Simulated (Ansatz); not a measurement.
`C[SiH](F)F` + `C=N` → `C=N[SiH](F)F` + CH₄ at 298.15 K and 1 bar (ligand exchange at the Si–C bond).

Computed with Ansatz on PBE0-D4/def2-TZVP structures; ΔE is electronic, products minus reactants. CCSD(T)/CBS adds triple-zeta CCSD(T) − MP2 to the extrapolated MP2 energy (def2 sets, frozen cores). This one scheme is used for every species. One conformer a species, not always the lowest.

```tsv
species	CCSD(T)/CBS energy (Eh)	H − E (kJ/mol)	S (J/(mol·K))
`C[SiH](F)F`	-529.27654	151.6	306.4
`C=N`	-94.52360	115.3	227.0
`C=N[SiH](F)F`	-583.35600	138.7	323.3
CH₄	-40.46206	127.4	186.2
```

H − E and S are ideal-gas, rigid-rotor, harmonic terms from PBE0-D4/def2-TZVP, for one conformer and one mirror image of each species. 1 Eh = 2625.50 kJ/mol, R = 8.31446 J/(mol·K).

By hand: ΔE, ΔH, ΔS and ΔG.

ΔE = (-583.35600) + (-40.46206) − (-529.27654) − (-94.52360) = -0.01792 Eh = -47.0 kJ/mol. Δ(H − E) = 138.7 + 127.4 − 151.6 − 115.3 = -0.8, so ΔH = -47.8 kJ/mol. ΔS = 323.3 + 186.2 − 306.4 − 227.0 = -23.9 J/(mol·K). ΔG = -47.8 − 298.15 × (-23.9)/1000 = -40.7 kJ/mol.

By hand: the equilibrium constant, and the temperature at which ΔG would vanish if ΔH and ΔS stayed fixed.

log₁₀ K = −ΔG/(RT ln 10) = 7.1. ΔG = 0 at ΔH/ΔS = 2000 K.

ΔH outweighs TΔS. A doubt of 5 kJ/mol in ΔE shifts log₁₀ K by 0.9 here. Other conformers and mirror images would add mixing entropy, several J/(mol·K) or more a flexible species. These are equilibria of isolated gas molecules and say nothing of rates. Largest T1 diagnostic: 0.013 (customary marks: 0.02 for closed shells, 0.045 for open ones).
